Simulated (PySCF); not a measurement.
A GIAO shielding run with PySCF 2.14 (density fitting, non-relativistic, gas phase) on `InChI=1S/C5H16N2Si2/c1-3-5-4-9(6-2)7-8-5/h5-7,9H,3-4,8H2,1-2H3/t5-,9-/m1/s1`:

```
$ OMP_NUM_THREADS=1 python probes_run.py task.json out

{"job": {"kind": "nmr", "xc": "KT3", "basis": "pcSseg-1", "pop": false}, "charge": 0, "multiplicity": 1}
C     -4.318809    -0.184220     0.556399
C     -3.041911     0.401141    -0.026345
C     -1.765431    -0.228549     0.527553
C     -0.472250     0.406688    -0.014440
Si     1.012232    -0.709835     0.342977
N      2.300026    -0.636226    -0.801553
C      3.667861    -0.253590    -0.563189
N      0.151812    -2.229557     0.324149
Si    -1.583943    -2.102682     0.253294
H     -5.213883     0.311998     0.151753
H     -4.343919    -0.076930     1.652862
H     -4.412846    -1.260002     0.331266
H     -3.049847     0.285840    -1.125312
H     -3.015745     1.490447     0.158047
H     -1.771211    -0.110463     1.629203
H     -0.534921     0.494078    -1.116130
H     -0.330544     1.434604     0.361817
H      1.685784    -0.399437     1.645533
H      2.092522    -0.850645    -1.770865
H      3.959328     0.669929    -1.097710
H      4.388403    -1.041945    -0.850182
H      3.817000    -0.060137     0.510217
H      0.637732    -3.117416     0.384699
H     -2.262293    -2.935047     1.298615
H     -2.162023    -2.522079    -1.070114
```

Hardware: 1 thread of an Arm Neoverse V2, shared host. The job also computes ring-centre shieldings.

(1) How large is the calculation?

(2) How long does it take, and how much memory does it need?

(3) And these other runs on the same molecule and hardware: GIAO shielding at PBE0/pcSseg-1?

Answers

(1) 88 electrons, 247 basis functions and 1317 auxiliary functions.

(2) 64 s of wall time, with 16 SCF cycles; peak memory 1 GiB. Times on a shared host scatter by some tens of per cent.

(3) PBE0/pcSseg-1: 247 functions, 51 s.
